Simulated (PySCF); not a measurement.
Species: diethylsilane, C₄H₁₂Si.
SMILES with atom numbers: `[CH3:1][CH2:2][SiH2:3][CH2:4][CH3:5]` (hydrogens: H6, H7, H8 on C1; H9, H10 on C2; H11, H12 on Si3; H13, H14 on C4; H15, H16, H17 on C5)

Method: PBE0-D3(BJ)/def2-SVP geometry optimisation, gas phase in PySCF; density fitting, grid level 1; the optimiser is geomeTRIC in internal coordinates, started from a GFN2-xTB structure.

Step 0: E = -12207.8388 eV
```
atom  x, y, z in Å  |  force x, y, z in eV/Å
C1      2.8445    0.0671    0.0047   -0.385  -0.259   0.051
C2      1.5251   -0.6787    0.1569    0.095   0.656  -0.099
Si3     0.0239    0.4824    0.0281   -0.076  -1.397   0.207
C4     -1.5876   -0.5086    0.2270   -0.016   0.664  -0.085
C5     -2.8233    0.3772    0.1381    0.351  -0.300   0.027
H6      2.9434    0.8274    0.7758    0.167   0.376   0.308
H7      2.8955    0.5611   -0.9628    0.143   0.260  -0.411
H8      3.6914   -0.6127    0.0860    0.399  -0.186   0.015
H9      1.5214   -1.1962    1.1180   -0.209  -0.188   0.368
H10     1.4673   -1.4550   -0.6080   -0.222  -0.293  -0.288
H11     0.0296    1.1520   -1.2818    0.007   0.272  -0.452
H12     0.1047    1.5089    1.0788    0.026   0.393   0.351
H13    -1.6533   -1.2827   -0.5395    0.186  -0.312  -0.301
H14    -1.5946   -1.0291    1.1864    0.200  -0.214   0.365
H15    -2.8613    0.8845   -0.8229   -0.135   0.281  -0.408
H16    -2.8066    1.1353    0.9175   -0.112   0.386   0.318
H17    -3.7342   -0.2088    0.2510   -0.421  -0.138   0.034
```

Problem. Estimate the geometry and energy of step 1. (The exact step hangs on the optimiser's Hessian estimate; all steps are aligned on step 0, rigid shifts and turns removed.)

Solution. E = -12207.9193 eV, largest force 0.331 eV/Å
```
atom  x, y, z in Å  |  force x, y, z in eV/Å
C1      2.8654    0.0687    0.0036   -0.171  -0.128   0.027
C2      1.5317   -0.6780    0.1566    0.252   0.210  -0.040
Si3     0.0224    0.4523    0.0334   -0.010  -0.184   0.025
C4     -1.5938   -0.5070    0.2281   -0.232   0.236  -0.021
C5     -2.8442    0.3810    0.1376    0.159  -0.148   0.014
H6      2.9868    0.8417    0.7795   -0.006  -0.008  -0.006
H7      2.9361    0.5738   -0.9731   -0.006  -0.006   0.007
H8      3.7261   -0.6142    0.0833    0.001   0.005  -0.002
H9      1.4993   -1.2015    1.1280   -0.033  -0.003   0.000
H10     1.4452   -1.4621   -0.6157   -0.030  -0.003   0.004
H11     0.0293    1.1427   -1.2993    0.003   0.030   0.021
H12     0.1040    1.5048    1.1004    0.001   0.022  -0.028
H13    -1.6302   -1.2924   -0.5467    0.034  -0.006   0.001
H14    -1.5730   -1.0356    1.1971    0.030  -0.005  -0.002
H15    -2.9017    0.9008   -0.8323    0.006  -0.008   0.007
H16    -2.8479    1.1549    0.9220    0.006  -0.009  -0.006
H17    -3.7696   -0.2057    0.2508   -0.001   0.005   0.000
```

The energy changes by -0.0805 eV. The first-order estimate −F·Δx gives -0.1604 eV and the mean of the old and new forces, exact on a quadratic surface, -0.0809 eV. The step makes an angle of 59° with the force vector and moves no atom by more than 0.046 Å.

What follows is the cost of the whole optimisation. Time: 32 s. Hardware: an Arm Neoverse V1 with one thread, shared host.
